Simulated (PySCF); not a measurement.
C2H9GeN.
Bonds: C1–C2, C2–Ge3, Ge3–N4. Hydrogens: H5, H6, H7 on C1; H8, H9 on C2; H10, H11 on Ge3; H12, H13 on N4.

Method: PySCF, PBE0-D3(BJ)/def2-SVP geometry optimisation, gas phase.

Question: Give the optimised bond lengths and angles.

Answer: 
```csv
bond,length (Å)
C1–C2,1.524
C2–Ge3,1.955
Ge3–N4,1.842
"C1–H5, C1–H6, C1–H7",1.102
"C2–H8, C2–H9",1.103
Ge3–H10,1.543
Ge3–H11,1.555
"N4–H12, N4–H13",1.017
```

Bonds in one row agree within 0.01 Å and their mean is given. A selection of angles:
```csv
angle,degrees
C2–C1–H5,111.7
H5–C1–H6,107.2
C1–C2–Ge3,113.5
C1–C2–H8,110.7
Ge3–C2–H8,107.6
H8–C2–H9,106.2
C2–Ge3–N4,108.2
C2–Ge3–H10,111.2
C2–Ge3–H11,108.9
N4–Ge3–H10,106.2
N4–Ge3–H11,114.3
H10–Ge3–H11,108.1
Ge3–N4–H12,114.1
H12–N4–H13,107.8
```

Dihedral angles: C1–C2–Ge3–N4 -179° (antiperiplanar). The mirror-image conformer, all signs reversed, is as good.

Ge3 (germanium bonded to C, N and 2 H) is distorted tetrahedral (angles from 106.2° to 114.3°). N4 (nitrogen bonded to Ge and 2 H) is pyramidal (angles 114.1°, 114.1° and 107.8°, sum 336.0°, 0.35 Å off the plane of its three neighbours). The 4 heavy atoms lie in one plane (0.006 Å rms).

No frequency check. The numbers are those of one conformer (C1–C2–Ge3–N4 -179°, C2–Ge3–N4–H -66° and 170°).
